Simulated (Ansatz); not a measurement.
```xyz
6

N     0.093   -1.107   -2.411
C     0.054   -0.632   -1.363
Sn    0.006    0.134    0.578
F    -1.692    0.955    0.760
F     1.234    1.576    0.587
H     0.306   -0.926    1.849
```

Charge 0, multiplicity 1. Sn: def2 effective core potential.

Question: List the PBE0/def2-TZVPP orbital energies in eV (Ansatz 0.2.0). (An estimate is asked.)

Answer: The calculation gave: Occupied: -673.82, -673.82, -392.44, -279.83, -142.37, -97.04, -97.03, -96.97, -33.38, -33.11, -30.83, -30.72, -30.71, -30.39, -29.83, -26.18, -16.92, -13.84, -12.94, -12.78, -12.03, -11.89, -11.74, -11.44, -10.74, -10.71, -10.66. Lowest empty: -1.87, -1.79, -1.37, 0.55, 0.85, 1.89, 1.99, 2.77.
